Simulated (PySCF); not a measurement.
Polarisability and C₆ of Tc⁺ (technetium, charge +1)

[Kr] 4d5 5s1, high-spin 7S determinant. Computed with PySCF 2.14 in aug-cc-pVTZ-DK (9s8p6d3f2g, 102 functions), with the spin-free X2C one-electron Hamiltonian (Gaussian nucleus). Coupled (time-dependent) response in atomic units; α is the mean over directions.

```json
{"method": "TPSSh", "mean α (bohr³)": "36.34", "C₆ (like pair)": "272.4", "S(−4)": "773.6"}
```

S(−4) is the Cauchy moment in α(ω) = α(0) + S(−4) ω² + …

α(iu) at TPSSh:

| u (hartree) | α(iu) (bohr³) |
| --- | --- |
| 0 | 36.34 |
| 0.0500 | 34.54 |
| 0.100 | 30.28 |
| 0.200 | 21.44 |
| 0.300 | 15.61 |
| 0.500 | 9.746 |
| 0.750 | 6.491 |
| 1.00 | 4.767 |
| 1.50 | 2.953 |
| 2.00 | 2.018 |
| 3.00 | 1.104 |
| 5.00 | 0.4709 |

For an ion, C₆ is the dispersion term alone; charge-induced terms of lower order in 1/R come first.
